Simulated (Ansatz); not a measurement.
Gas-phase electronic energies from Ansatz, PBE0-D4/def2-TZVP geometries. CBS: MP2 limit from def2 TZ/QZ plus the TZ coupled-cluster correction, frozen cores. This one scheme is used for every species. Functionals use def2-TZVPP. For Se outer-core shells are correlated without core-valence functions, which leaves a few kJ/mol of doubt a bond. Scalar relativity is left out up to krypton. One conformer a species, not always the lowest.

`ClB[SeH]` + `N=C=CF` → `N=C=C(F)[SeH]` + `BCl`  (formal exchange of groups at the Se–B bond)

```csv
level,ΔE (eV)
PBE-D4,1.16
CCSD/def2-TZVPP,1.20
HF/def2-QZVPP,1.18
CCSD/CBS(def2),1.23
```

Question: What does CCSD(T)/CBS give? (An estimate is asked.)

Answer: The calculation gave: +1.22 eV. The listed levels differ from it by -0.06, -0.02, -0.04, 0.01 eV.

Largest T1 diagnostic among the species: 0.014.

From PBE to PBE0 (25 % exact exchange), in def2-TZVPP and without D4, ΔE moves by +0.04 eV.
